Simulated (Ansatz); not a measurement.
**Ligand exchange: Ge(CH3)3Br + SiH3(CH3) → Ge(CH3)4 + SiH3Br**

Gas-phase species: Ge(CH3)3Br (bromotrimethylgermane), singlet; SiH3(CH3) (methylsilane), singlet; Ge(CH3)4 (tetramethylgermane), singlet; SiH3Br `[SiH3]Br`, singlet. The partners trade Br for CH3: Ge–Br and Si–CH3 bonds give way to Ge–CH3 and Si–Br.

Shapes, held fixed at every level: PBE0-D4/def2-TZVP. Programs: Ansatz 0.2.0. Electronic energies: no zero-point or thermal term.

```
             level                   kind  ΔE (kJ/mol)  less CCSD(T)/def2-TZVPP
       HF/def2-SVP           Hartree–Fock        +32.5                     +8.5
  SPW92/def2-TZVPP                    LDA        +28.4                     +4.4
PBE0-D4/def2-TZVPP          global hybrid        +28.7                     +4.7
      MP2/def2-SVP    perturbation theory        +29.2                     +5.2
    MP2/def2-TZVPP    perturbation theory        +23.7                     -0.3
     CCSD/def2-SVP  coupled cluster or CI        +28.3                     +4.3
   CCSD/def2-TZVPP  coupled cluster or CI        +24.1                     +0.1
CCSD(T)/def2-TZVPP  coupled cluster or CI        +24.0                      0.0
```

The highest level, CCSD(T)/def2-TZVPP, gives ΔE = +24.0 kJ/mol; the levels span +23.7 to +32.5. The column of differences is taken from that level and isn't an error. No measured value is set beside it here. Relativity is left out for Br, Ge. Outer-core shells of Br, Ge are correlated, in sets that cover them unevenly.
